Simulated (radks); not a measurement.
Q: Isoelectronic series with 10 electrons, each ion in its NIST ground configuration. All-electron calculation, Dirac Kohn-Sham, PBE, spin-unpolarised, spherical densities, point nucleus. Program: a radial shooting solver on a logarithmic mesh with Libxc functionals. Total energies (hartree) and orbital eigenvalues (hartree):

ion,configuration,E (hartree),2p3/2,2p1/2,2s1/2
Ne,[Ne],-129.01350,-0.48870,-0.49250,-1.33781
Mg2+,[Ne],-199.43527,-2.44762,-2.45831,-3.67358
Si4+,[Ne],-286.05729,-5.45070,-5.47491,-7.06932
S6+,[Ne],-388.89484,-9.47068,-9.51830,-11.49642
Ar8+,[Ne],-507.99598,-14.49967,-14.58459,-16.94983
Ca10+,[Ne],-643.42589,-20.53462,-20.67537,-23.43089
Ti12+,[Ne],-795.26284,-27.57434,-27.79486,-30.94391
Cr14+,[Ne],-963.59691,-35.61861,-35.94896,-39.49501
Fe16+,[Ne],-1148.52966,-44.66778,-45.14491,-49.09176
Ni18+,[Ne],-1350.17409,-54.72258,-55.39116,-59.74294
Zn20+,[Ne],-1568.65484,-65.78405,-66.69727,-71.45853
Ge22+,[Ne],-1804.10858,-77.85347,-79.07395,-84.24962
Se24+,[Ne],-2056.68442,-90.93234,-92.53301,-98.12848
Kr26+,[Ne],-2326.54439,-105.0224,-107.0875,-113.1086
Sr28+,[Ne],-2613.86408,-120.1255,-122.7515,-129.2046
Zr30+,[Ne],-2918.83328,-136.2437,-139.5406,-146.4325
Mo32+,[Ne],-3241.65672,-153.3793,-157.4715,-164.8097
Ru34+,[Ne],-3582.55491,-171.5347,-176.5625,-184.3548
Cd38+,[Ne],-4319.54206,-210.9155,-218.3046,-227.0316
Sn40+,[Ne],-4716.15976,-232.1467,-240.9999,-250.2087
Te42+,[Ne],-5131.91204,-254.4091,-264.9437,-274.6449
Xe44+,[Ne],-5567.11437,-277.7060,-290.1625,-300.3674
Ba46+,[Ne],-6022.1053,-302.0409,-316.6849,-327.4058

Estimate the row of Pd36+ ([Ne]).

A: E (hartree) -3941.76504; 2p3/2 -190.7125; 2p1/2 -196.8331; 2s1/2 -205.0882.
